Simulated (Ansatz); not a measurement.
Born–Oppenheimer molecular dynamics of Cl4H6NSiTa (13 atoms, charge 0, multiplicity 1). It starts at the highest image of a converged band. Of that band: Beside the main top the profile has a ripple of under 15 meV (maxima at images 3, 6), which may be a very shallow well or noise. Neighbouring images differ by up to 2.2 eV, so the band resolves the path poorly. A vibrational analysis at the climbing image gives one clearly imaginary mode, 1821i cm⁻¹: a first-order saddle point.

The calculation used RHF/def2-SVP in Ansatz 0.2.0.

* ensemble: NVE (velocity Verlet)
* time step: 0.5 fs
* steps asked: 200
* starting velocities drawn for: 300 K
* seed: 3716

First frame:

```xyz
13
Properties=species:S:1:pos:R:3
Ta 0.102 -0.019 0.208
N 2.179 0.235 0.164
H 2.699 0.671 0.906
H 2.739 0.080 -0.656
Cl 0.384 0.732 2.423
Cl 0.498 -0.914 -1.936
Cl -0.972 1.907 -0.546
Cl -1.832 -1.276 0.631
Si 1.151 -2.647 1.228
H 0.564 -3.602 0.268
H 2.595 -2.970 1.399
H 0.489 -2.733 2.545
H 1.808 -0.995 0.620
```

(1) How far do the bonds stretch over the last three quarters of this one trajectory? (Pairs bonded in most of those frames.)

Results:

(1) 
```
   bond  mean (Å)  spread (Å)  shortest  longest
 Ta1–N2     2.807       0.169      2.36     2.96
Ta1–Cl5     2.333       0.029      2.29     2.36
Ta1–Cl6     2.344       0.021      2.32     2.37
Ta1–Cl7     2.438       0.053      2.34     2.51
Ta1–Cl8     2.279       0.034      2.23     2.35
Ta1–Si9     2.714       0.116      2.56     2.92
  N2–H3     1.012       0.020      0.96     1.05
  N2–H4     1.013       0.012      0.99     1.03
 N2–H13     1.029       0.064      0.92     1.13
Si9–H10     1.489       0.054      1.41     1.58
Si9–H11     1.494       0.016      1.47     1.53
Si9–H12     1.488       0.008      1.47     1.50
```

Mean temperature of the second half: 708 K. The conserved energy stayed within 0.48 meV per atom of its start (net change 0.094 meV per atom), so the integration is sound. The kinetic energy rose, since the run started high on the potential surface and went downhill. A run of 0.1 ps of so small a system gives no equilibrium averages. The orbitals stay closed-shell, which can raise the energy where a bond breaks towards radicals; this wasn't checked here.

The run took 13 min on 4 threads of Arm Neoverse V1, with other jobs on the host, peak memory 0.58 GiB.
